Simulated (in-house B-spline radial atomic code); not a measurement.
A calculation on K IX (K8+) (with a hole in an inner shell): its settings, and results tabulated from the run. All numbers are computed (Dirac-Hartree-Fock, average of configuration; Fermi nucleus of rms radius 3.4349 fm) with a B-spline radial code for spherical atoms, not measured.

Command:
```bash
python run_scf.py task.json out
```
Settings (nuclear radius in fm, mass in u):
```
Z                19
configuration    1s2 2s2 2p6 3s1
hamiltonian      dirac
method           hf
spin_polarised   False
nucleus          fermi
rms_radius       3.4349
atomic_mass      38.96371
speed_of_light   137.035999084
```

Output (hartree, bohr):
```
 radial grid: 65 intervals, B-splines of order 8, outer radius 7.931 bohr

 iter        energy (Eh)    residual
    1       -571.6112633    1.20e+00
    2       -579.6849162    2.25e-01
    3       -579.8810701    9.44e-02
    4       -579.9162757    4.01e-02
    5       -579.9237747    5.58e-03
    6       -579.9239619    6.44e-05
    7       -579.9239620    3.30e-06
    8       -579.9239620    3.99e-08

 total energy                     -579.923962
 kinetic                            584.63202
 electron-nucleus                 -1310.48077
 electron-electron                  145.92479

 first-order corrections (not in the total)
   Gaunt                            0.16814
   retardation                     -0.01280
   frequency dependence            -0.00020
   self-energy                      0.11313
   Uehling                         -0.00810
   Wichmann-Kroll                   0.00003
   recoil                           0.00672

 orbital      occ     eigenvalue          <r>       <r^2>       <1/r>     <1/r^3>       <r^4>       r_max    small
 1s1/2      2.000     -140.57322    0.0809128  0.00880493     18.7311           - 0.000200427     0.05303  4.61e-03
 2s1/2      2.000      -20.58572     0.380576    0.171068     3.87013           -   0.0511858      0.3154  7.81e-04
 2p1/2      2.000      -17.61414     0.343179    0.145155     3.76528           -   0.0429989      0.2601  7.48e-04
 2p3/2      4.000      -17.50222     0.345445    0.146931     3.73121     155.564   0.0439522       0.262  7.43e-04
 3s1/2      1.000       -6.44416      1.06439     1.28271     1.31488           -     2.42903      0.9735  1.98e-04
```

Cost of the run: 0.48 s on 1 thread of Arm Neoverse V1 (shared host).

For the Dirac Hamiltonian the kinetic term is c α·p + (β - 1)c².
